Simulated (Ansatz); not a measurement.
The same group exchange along the group O, S, Se.

Computed with Ansatz on PBE0-D4/def2-TZVP structures; ΔE is electronic, products minus reactants. CCSD(T)/CBS is the MP2 limit (def2-TZVPP, def2-QZVPP) plus CCSD(T) − MP2 in def2-TZVPP, frozen cores. This one scheme is used for every species. DFT in def2-TZVPP. For Se outer-core shells are correlated without core-valence functions, which leaves a few kJ/mol of doubt a bond. Scalar relativity is left out up to krypton. One conformer a species, not always the lowest.

```json
{"reaction": "`OB(Cl)Cl` + `B1CN1` → `ClB(Cl)B1CN1` + H₂O", "CCSD(T)/CBS(def2) (kJ/mol)": "?"}
{"reaction": "`SB(Cl)Cl` + `B1CN1` → `ClB(Cl)B1CN1` + H₂S", "CCSD(T)/CBS(def2) (kJ/mol)": "67"}
{"reaction": "`ClB(Cl)[SeH]` + `B1CN1` → `ClB(Cl)B1CN1` + H₂Se", "CCSD(T)/CBS(def2) (kJ/mol)": "63"}
```

Question: Fill in the missing values. (Best estimate.)

Answer: Ansatz gave: `OB(Cl)Cl` + `B1CN1` → `ClB(Cl)B1CN1` + H₂O: +124.6 kJ/mol.

Largest T1 diagnostic: 0.014, for `ClB(Cl)B1CN1`.
